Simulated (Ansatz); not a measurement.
A set of 12 reactions (redistribution), with CCSD(T)/CBS values in kJ/mol:

| reaction | ΔE |
| --- | --- |
| `CC(C)[O][MgH]` + `C[N](C)[Sn][F]` → `C[N](C)[MgH]` + `CC(C)[O][Sn][F]` | 59.1 |
| `CC(=S)[SeH]` + `C[SiH2]C(N)F` → `NC(F)[SeH]` + `C[SiH2]C(C)=S` | 19.5 |
| `CC(=O)N[SiH2]Cl` + `BCCB` → `BCC[SiH2]Cl` + `BNC(C)=O` | -39.3 |
| `OB(F)[SiH2]S` + `CO[SiH3]` → `[SiH3]S` + `CO[SiH2]B(O)F` | -3.1 |
| `BB(C)CCl` + `FC[SiH2]S` → `CB(F)CCl` + `BC[SiH2]S` | -292.2 |
| `O[SiH2]PS` + `O=C1C[SiH]1O` → `O=C1C[SiH]1[SiH2]O` + `OPS` | 97.8 |
| `OB(F)[SiH2]S` + `[F][Hf]([F])([F])[Br]` → `OB(F)[SiH2]Br` + `[F][Hf]([F])([F])[SH]` | 27.7 |
| `C[SiH2]B(O)O` + `C[O][Zn][F]` → `OB(O)[O][Zn][F]` + `C[SiH2]C` | -264.7 |
| `C#[C][InH][NH2]` + `[Cl][GeH2][Cl]` → `[NH2][InH][Cl]` + `C#[C][GeH2][Cl]` | -40.7 |
| `Cl[SiH]1CO1` + `C[SiH2][SiH2][AsH2]` → `[AsH2][SiH]1CO1` + `C[SiH2][SiH2]Cl` | 11.3 |
| `C[Si](N)(N)S` + `N[SiH2][SiH3]` → `C[Si](N)(N)[SiH3]` + `N[SiH2]S` | 12.5 |
| `C[SiH2]NPS` + `O[BH][AlH2]` → `C[SiH2]N[PH][AlH2]` + `OBS` | -116.0 |

Computed with Ansatz on PBE0-D4/def2-TZVP structures; ΔE is electronic, products minus reactants. CCSD(T)/CBS adds triple-zeta CCSD(T) − MP2 to the extrapolated MP2 energy (def2 sets, frozen cores). This one scheme is used for every species. Functionals use def2-TZVPP. Elements past krypton have def2 core potentials. For As, Br, Ge, Hf, In, Mg, Se, Sn, Zn outer-core shells are correlated without core-valence functions, which leaves a few kJ/mol of doubt a bond. Scalar relativity is left out up to krypton. Each species was taken in one conformer, which may not be the lowest.

Q: Give the mean, mean absolute and largest difference (level minus CCSD(T)/CBS, kJ/mol) for: r2SCAN-D4, PBE0-D4, ωB97M-V, B2PLYP, PBE, r2SCAN, PBE0, HF/def2-TZVPP, MP2/def2-TZVPP, SCS-MP2/def2-TZVPP, CCSD/def2-TZVPP, SCS-MP2/def2-QZVPP, HF/CBS(def2), CCSD/CBS(def2). (An estimate is asked.)

A: The calculation gave: 
| level | mean | mean absolute | largest |
| --- | --- | --- | --- |
| r2SCAN-D4 | 1.1 | 3.2 | 9.9 |
| PBE0-D4 | 1.6 | 3.8 | 12.3 |
| ωB97M-V | 0.1 | 1.7 | -6.8 |
| B2PLYP | -0.6 | 2.5 | -9.1 |
| PBE | 2.8 | 8.1 | 28.6 |
| r2SCAN | 1.1 | 3.2 | 9.6 |
| PBE0 | 1.1 | 4.1 | 12.6 |
| HF/def2-TZVPP | -5.9 | 8.4 | -52.1 |
| MP2/def2-TZVPP | 0.0 | 5.5 | -15.6 |
| SCS-MP2/def2-TZVPP | -0.6 | 2.9 | -6.8 |
| CCSD/def2-TZVPP | -1.4 | 2.8 | -11.0 |
| SCS-MP2/def2-QZVPP | -0.3 | 2.1 | -5.6 |
| HF/CBS(def2) | -5.7 | 8.0 | -50.9 |
| CCSD/CBS(def2) | -0.9 | 1.6 | -8.6 |

The largest T1 diagnostic in the set is 0.017, for `C[N](C)[Sn][F]` (customary mark 0.02).

CCSD(T)/CBS is a level of theory with its own doubt, and the functionals carry their triple-zeta basis error, so these figures describe this set and don't rank the functionals.
